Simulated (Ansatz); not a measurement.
Ansatz results at the PBE0-D4/def2-TZVP geometry: HOMO–LUMO gap (ωB97M-V/def2-TZVPP) 9.62 eV; HOMO energy (PBE/def2-TZVPP) -6.20 eV; HOMO–LUMO gap (PBE0/def2-TZVPP) 5.93 eV.

Each molecule was computed in one conformer, which needn't be the lowest.

(1) Which molecule gave them?
A. `N[Si]1(F)CS1`
B. `S[CH]1N=[CH][GeH2]1`
C. `S[PH][GaH2]`
D. `C[CH2][Al]([F])[SiH3]`

Answers

(1) D. The others give `S[CH]1N=[CH][GeH2]1`: 9.90, -5.42, 5.57; `N[Si]1(F)CS1`: 11.13, -5.91, 7.15; `S[PH][GaH2]`: 9.50, -5.72, 5.58.
